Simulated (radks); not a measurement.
The numbers below are computed, except where a source is named.
Task: Ionisation of the palladium ion Pd2+, [Kr] 4d8, to Pd3+, [Kr] 4d7, under several functionals. Scalar-relativistic Kohn-Sham, spin-polarised, spherical densities, point nucleus; open shells are filled with parallel spins first (spin-orbit coupling, left out, can overturn this in heavy ions); a radial shooting solver on a logarithmic mesh with Libxc functionals. Known Delta-SCF values: LDA (Slater exchange, Perdew-Wang correlation) 33.632 eV; LDA (Slater exchange, Perdew-Zunger correlation) 33.666 eV; HCTH/407 33.651 eV. What does PW91 give, and what is its highest occupied eigenvalue?

Result: 33.374 eV by Delta-SCF; the 4d eigenvalue is -26.609 eV. NIST: 32.930 eV (semi-empirical).
